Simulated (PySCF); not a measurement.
CH5FO2Si2, SMILES O=C(O)[Si@@H](F)[SiH3].

Geometry: ωB97X-D3(BJ)/def2-SVP. The structure was generated by enumeration; whether it is a known compound was not checked. Other conformers were not sampled.

Vertical ionisation energy (IE) and electron affinity (EA) in eV. Rows of orbital energies are one-electron estimates. Where ΔSCF, EOM or ADC give a negative EA the extra electron is unbound and the value depends on the basis.

```csv
level,IE,EA
"−ε(HOMO), −ε(LUMO), M06-2X/def2-TZVP (PySCF)",…,…
"−ε(HOMO), −ε(LUMO), PBE/def2-TZVP (PySCF)",6.63,2.13
```

Question: Complete the blanks. (An estimate is asked for; the answer gives what the named calculation found.)

Answer: 
- −ε(HOMO), −ε(LUMO), M06-2X/def2-TZVP (PySCF), IE: 9.52
- −ε(HOMO), −ε(LUMO), M06-2X/def2-TZVP (PySCF), EA: 0.14
